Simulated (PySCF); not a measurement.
# Polarisability and C₆ of Tc²⁺ (technetium, charge +2)

[Kr] 4d4 5s1, high-spin 6D determinant (an excited configuration). All numbers are calculated (PySCF 2.14, no relativity, point nucleus, in dyall-av2z (22s15p11d2f, 136 functions)). Coupled (time-dependent) response in atomic units; α is the mean over directions. A double-zeta set is small for polarisabilities.

| method | mean α (bohr³) | α xx, yy, zz | C₆ (like pair) | S(−4) |
| --- | --- | --- | --- | --- |
| PBE0 | 27.30 | 27.70, 27.70, 26.48 | 162.1 | 521.5 |

S(−4) is the Cauchy moment in α(ω) = α(0) + S(−4) ω² + …

Spin-orbit coupling is absent.

α(iu) at PBE0:

| u (hartree) | α(iu) (bohr³) |
| --- | --- |
| 0 | 27.30 |
| 0.0500 | 26.06 |
| 0.100 | 23.08 |
| 0.200 | 16.53 |
| 0.300 | 12.06 |
| 0.500 | 7.616 |
| 0.750 | 5.211 |
| 1.00 | 3.934 |
| 1.50 | 2.540 |
| 2.00 | 1.782 |
| 3.00 | 1.006 |
| 5.00 | 0.4406 |

For an ion, C₆ is the dispersion term alone; charge-induced terms of lower order in 1/R come first.

The components differ because the open shell of this determinant is not spherical; for a pure term their mean is the scalar polarisability.

A non-relativistic calculation at this Z misses sizeable relativistic shifts.
